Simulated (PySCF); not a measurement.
# Which determinant of LiCd lies lowest?

Unrestricted PBE0; basis Li def2-SVP, Cd def2-SVP with ECP28; scalar-relativistic core potentials; PySCF 2.14. Outer shells of the fragments: Li 2s1; Cd 4d10 5s2.

Followed along the bond (rough minima from three points):

```
2Ms+1   unpaired  ⟨S²⟩ at the start  R at minimum (Å)  Te (eV)
    2        σ ↑               0.75              3.10     0.00
    4  σ ↑↑, π ↑               3.75              2.98     3.59
    2        π ↑               0.75  none in the scan   ≤ 0.94
```

Solutions found at the starting distance of 2.685 Å, counted from the lowest of them; the search is not exhaustive and high or unbound solutions are not listed, so other states can lie among these:

| 2Ms+1 | unpaired | term | E (eV) | ⟨S²⟩ | ⟨Lz²⟩ | μ (D) |
| --- | --- | --- | --- | --- | --- | --- |
| 2 | σ ↑ | ²Σ⁺ | 0.00 | 0.75 | 0.00 | -0.36 |
| 2 | π ↑ | ²Π | 0.92 | 0.75 | 1.00 | -3.68 |
| 4 | σ ↑↑, π ↑ | ⁴Π | 3.58 | 3.75 | 1.00 | -3.18 |
| 2 | σ ↑↑, π ↓ | mixed | 4.38 | 1.75 | 1.00 | -3.35 |
| 4 | σ ↑↑↑ | ⁴Σ⁺ | 4.38 | 3.75 | 0.00 | 4.93 |
| 4 | σ ↑, π ↑↑ | ⁴Σ⁻ | 4.42 | 3.75 | 0.00 | -3.77 |

A term symbol is given only where ⟨S²⟩ and ⟨Lz²⟩ are close to those of a pure state; real π, δ and φ orbitals otherwise mix terms. A positive dipole means Li(−)Cd(+).

Spin–orbit coupling is left out. Counting both spins, an empty level lies below a filled one in some of these solutions, because spin and occupation are held.
